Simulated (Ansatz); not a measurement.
Computed with Ansatz on PBE0-D4/def2-TZVP structures; ΔE is electronic, products minus reactants. CCSD(T)/CBS adds triple-zeta CCSD(T) − MP2 to the extrapolated MP2 energy (def2 sets, frozen cores). DFT in def2-TZVPP. B3LYP here is the variant with VWN-RPA as its local correlation; programs differ in this. Each species was taken in one conformer, which may not be the lowest.

`O[SiH2]O[Si](F)(Cl)Cl` + `O[SiH2]S` → `O[SiH2]S[Si](F)(Cl)Cl` + `O[SiH2]O`  (ligand exchange at the Si–O bond)

**Question.** Is it downhill or uphill in electronic energy at CCSD(T)/CBS, and by how much? (Best estimate.)

**Answer.** Ansatz gave: Uphill: ΔE = +63.1 kJ/mol.

**Question.** What do these levels give: PBE-D4, r2SCAN-D4, PBE0-D4, ωB97M-V, B2PLYP, PBE, PBE0, B3LYP, SCS-MP2/def2-TZVPP, HF/def2-QZVPP, SCS-MP2/def2-QZVPP, MP2/CBS(def2)? (An estimate is asked.)

**Answer.** The calculation gave: PBE-D4 44.4, r2SCAN-D4 59.1, PBE0-D4 52.3, ωB97M-V 60.7, B2PLYP 68.5, PBE 48.6, PBE0 56.0, B3LYP 71.2, SCS-MP2/def2-TZVPP 68.1, HF/def2-QZVPP 98.4, SCS-MP2/def2-QZVPP 66.9, MP2/CBS(def2) 55.8 kJ/mol.

Largest T1 diagnostic among the species: 0.011.

The D4 term adds −7.3 kJ/mol with B3LYP and −3.7 kJ/mol with PBE0; it sums over pairs of atoms, weighted by their polarisabilities, and B3LYP, whose exchange is more repulsive, gets the larger term. From PBE to PBE0 (25 % exact exchange), in def2-TZVPP and without D4, ΔE moves by +7.3 kJ/mol. In def2-TZVPP, CCSD(T) changes the Hartree–Fock value by −28.1 kJ/mol (the triples alone add −6.0 kJ/mol) and MP2 by −35.3 kJ/mol.
